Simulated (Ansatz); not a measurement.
Molecule: CdSe, charge 0, multiplicity 1. 
Structure (B3LYP-D3(BJ)/def2-TZVP (Ansatz, a first-principles code) minimum search):
```xyz
2

Cd     0.0000     0.0000    -0.9919
Se     0.0000     0.0000     1.4003
```
Charge 0, spin multiplicity 1.

Basis-set convergence of Hartree-Fock and MP2 correlation energies (hartree) with Ansatz. Valence correlation only, unless marked. Spin-orbit coupling is left out. The frozen core is the preceding noble-gas configuration, with the filled d and f shells of earlier blocks. In def2 rows, elements after Kr have scalar-relativistic effective core potentials.

The Hartree-Fock reference is unstable (checked in the largest basis), which strains HF and MP2. 

```tsv
basis	functions	E(HF)	E(corr, MP2)
def2-SVP	63	-2566.35382	-0.39510
def2-TZVPP	104	-2566.69112	-0.59180
def2-QZVPP	177	-2566.74123	-0.64527
```

Extrapolating the two largest sets (X = 3 and 4) as X^-3: E(corr) = (64·(-0.64527) - 27·(-0.59180))/37 = -0.6843 Eh, an estimate of the basis-set limit. The largest set recovers 94.3 % of it, the smallest 57.7 %.
